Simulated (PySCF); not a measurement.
H5P.

```xyz
6

P      0.0000     0.0000     0.0000
H      0.0000     0.0000     1.4812
H      0.0000     0.0000    -1.4812
H      1.4274     0.0000     0.0000
H     -0.7137     1.2362     0.0000
H     -0.7137    -1.2362     0.0000
```
Charge 0, spin multiplicity 1.

The structure is a stationary point at PBE0-D3(BJ)/def2-TZVPD.

Method: PBE/pcSseg-2 (PySCF). Non-relativistic, no solvent.

Computed absolute GIAO shielding of each atom: isotropic value and principal components (ppm):
```json
[
 {"atom": "P1", "σ(iso)": "564.7", "σ11": "409.3", "σ22": "642.4", "σ33": "642.4", "span": "233.1"},
 {"atom": "H2", "σ(iso)": "25.4", "σ11": "20.6", "σ22": "20.6", "σ33": "35.0", "span": "14.4"},
 {"atom": "H3", "σ(iso)": "25.4", "σ11": "20.6", "σ22": "20.6", "σ33": "35.0", "span": "14.4"},
 {"atom": "H4", "σ(iso)": "23.3", "σ11": "18.2", "σ22": "25.3", "σ33": "26.5", "span": "8.3"},
 {"atom": "H5", "σ(iso)": "23.3", "σ11": "18.2", "σ22": "25.3", "σ33": "26.5", "span": "8.3"},
 {"atom": "H6", "σ(iso)": "23.3", "σ11": "18.2", "σ22": "25.3", "σ33": "26.5", "span": "8.3"}
]
```
